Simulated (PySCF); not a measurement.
Predicted microwave data (PBE0/pcSseg-1 in PySCF (dipole) on a GFN2-xTB geometry, gas phase) for one isomer of C6H11O2P:

| Quantity | Value |
| --- | --- |
| Rotational constants | A = 2482, B = 1046, C = 895.9 MHz |
| Dipole components | \|μa\| = 1.60 D, \|μb\| = 0.78 D, \|μc\| = 2.83 D |
| Inertial defect | -122.53 u·Å² |
| κ | -0.81 |

Question: Which candidate fits, each taken in the one conformer that was computed?
A. `[CH3:1][C:2](=[O:3])[CH2:4][P:5]1(=[O:6])[CH2:7][CH2:8][CH2:9]1` with C1–C2–C4–P5 -92°, C2–C4–P5–O6 65°, C4–P5–C7–C8 91°, P5–C7–C8–C9 16°, C7–C8–C9–P5 -16°, C4–P5–C9–C8 -92°
B. `[CH3:1][C:2](=[O:3])[P:4]1[CH2:5][CH2:6][O:7][CH2:8][CH2:9]1` with C1–C2–P4–C5 60°, C2–P4–C5–C6 58°, P4–C5–C6–O7 60°, C5–C6–O7–C8 -70°, C6–O7–C8–C9 68°
C. `[CH3:1][P@@:2](=[O:3])([OH:4])[C:5]1=[CH:6][CH2:7][CH2:8][CH2:9]1` with C1–P2–O4–H -136°, C1–P2–C5–C6 -89°, C5–C6–C7–C8 -10°, C6–C7–C8–C9 16°, C7–C8–C9–C5 -16°, P2–C5–C9–C8 -171°

Answer: A. It is CC(=O)CP1(=O)CCC1, an asymmetric top, point group C1. The candidates at the same level (rigid rotor, commonest isotopes):

```csv
SMILES,A (MHz),B (MHz),C (MHz),μa (D),μb (D),μc (D),Δ (u·Å²),point group,rotor
C[P@@](=O)(O)C1=CCCC1,2644,907.5,837.8,2.05,1.73,1.49,-144.80,C1,near-prolate asymmetric top
CC(=O)P1CCOCC1,2015,1187,1072,0.28,2.19,0.22,-205.17,C1,asymmetric top
CC(=O)CP1(=O)CCC1,2482,1046,895.9,1.60,0.78,2.83,-122.53,C1,asymmetric top
```

`CC(=O)P1CCOCC1` has C 20 % too high; `C[P@@](=O)(O)C1=CCCC1` has B 13 % too low. No structure here is proved a minimum.
